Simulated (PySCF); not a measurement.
# How the method changes the constants of ZnN

State: ⁴Σ⁻ (quartet), unpaired electrons σ ↑, π ↑↑. Set-up: Zn x2c-SVPall, N x2c-SVPall; spin-free X2C with a Gaussian nucleus (PySCF 2.14). De refers to Zn + N in their high-spin ground configurations, without counterpoise correction. The functionals are run spin-unrestricted. A positive dipole means Zn(−)N(+). Levels whose curve was spin-contaminated or gave no clean fit are not listed.

```
  Level  Re (Å)  ωe (cm⁻¹)  De (eV)  μ (D)
    PBE   2.083        321    0.460  -1.10
 r²SCAN   2.071        317    0.348  -1.19
r²SCANh   2.083        300    0.272  -1.24
   PBE0   2.094        294    0.247  -1.30
r²SCAN0   2.102        271    0.168  -1.29
  B97-3   2.189        218    0.135  -1.19
LC-ωPBE   1.988        410    0.276  -1.82
```

Task: What does a quarter of exact exchange do here, going from PBE to PBE0?

Result: PBE0 less PBE: +1.1 pm in Re, -8.4 % in ωe, -0.21 eV in De. Exact exchange removes part of the self-interaction that spreads semilocal densities, and in most molecules shortens and stiffens the bond and lowers De; here Re and ωe go the other way.

Task: What does the step from GGA to meta-GGA do here, going from PBE to r²SCAN?

Result: r²SCAN less PBE: -1.2 pm in Re, -1.2 % in ωe, -0.11 eV in De. 

The bond is weak. Basis-set superposition, not corrected here, can be much of De in a small basis, most of all at correlated wavefunction levels. Functionals without a dispersion term scatter widely for such bonds, and LDA overbinds them. The state was picked by a PBE0 search and need not be the measured ground state.

The whole job (state search and all levels along the bond) took about 2.4 min on 1 thread of Arm Neoverse V2 (shared host), peak memory 0.69 GiB.
